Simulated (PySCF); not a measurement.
(1Z,3Z)-1,4-difluorobuta-1,3-diene (C₄H₄F₂), SMILES C(=C/C=C\F)/F.

Coordinates come from a PBE0-D3(BJ)/def2-SVP optimisation. One conformer was computed; it need not be the lowest.

Method: r2SCAN/def2-TZVP (PySCF).

```json
{
  "total_energy": "-354.43733 hartree",
  "point_group": "C2h",
  "highest_occupied_level": "-5.74 eV",
  "lowest_empty_level": "-1.60 eV",
  "orbital_gap": "4.14 eV",
  "dipole_moment": "0.000 e·Å",
  "quadrupole, principal values (traceless, Buckingham form, about the centre of nuclear charge)": "-6.86, -3.48, 10.34 D·Å",
  "mean_static_polarisability": "53.9 bohr³ (7.99 Å³)",
  "polarisability_principal_values": "31.2, 44.5, 86.2 bohr³"
}
```
